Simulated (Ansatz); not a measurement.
BFH3N (SMILES NBF) moved off its minimum; all values from Ansatz (a first-principles code), cores frozen in correlated methods.
(charge 0, multiplicity 1)
```xyz
6

B     -0.0541    -0.4207     0.0327
H     -0.4391    -1.6333    -0.1789
F      0.7251    -0.1828     0.8681
N     -0.6532     0.4442    -0.7724
H     -0.2475     1.3250    -0.7772
H     -1.3170     0.2272    -1.5998
```

```tsv
level	largest force (eV/Å)	on atom	rms difference from CCSD(T)/cc-pVTZ (eV/Å)	dipole (D)
HF/def2-TZVPP	12.40	B1	0.345	2.10
PBE/def2-TZVPP	12.70	B1	0.207	2.11
r2SCAN/def2-TZVPP	12.58	B1	0.143	2.12
B3LYP/def2-TZVPP	12.63	B1	0.135	2.10
wB97M-V/def2-TZVPP	12.72	B1	0.096	2.11
MP2/cc-pVTZ	12.94	B1	0.048	2.13
CCSD(T)/cc-pVTZ	12.82	B1	0.000	2.13
```

The differences count from one level among others, with limits of its own. Forces at CCSD(T)/cc-pVTZ (eV/Å):

| atom | Fx | Fy | Fz |
|---|---|---|---|
| B1 | -7.471 | -7.955 | -6.737 |
| H2 | 0.554 | 1.073 | 0.528 |
| F3 | 8.150 | 2.854 | 8.530 |
| N4 | -3.429 | 1.251 | -4.307 |
| H5 | 0.252 | 2.285 | -0.412 |
| H6 | 1.943 | 0.490 | 2.398 |
